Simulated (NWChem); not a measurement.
CH₅FMoN₂; SMILES [CH3][Mo](=[NH])(=[NH])[F]

All runs: NWChem. All runs use the structure optimised with PBE0/def2-SVP. Not confirmed as a minimum by frequencies. def2 effective core potentials on Mo; no spin-orbit coupling. Total energies compare along this basis series because the functional is fixed.

```tsv
level	basis functions	energy (Ha)	highest occupied level (eV)	orbital gap (eV)	dipole (D)	relative time
Hartree-Fock/def2-SVP	112	-316.4200	-11.12	12.86	2.83	1
Hartree-Fock/def2-SVPD	157	-316.4394	-11.15	12.68	2.67	3
Hartree-Fock/def2-TZVP	194	-316.7467	-11.09	12.74	2.70	3
Hartree-Fock/def2-TZVPD	236	-316.7498	-11.09	12.60	2.57	6
Hartree-Fock/def2-TZVPP	250	-316.7573	-11.08	12.76	2.60	5
```

Times are rough ratios from one shared machine.
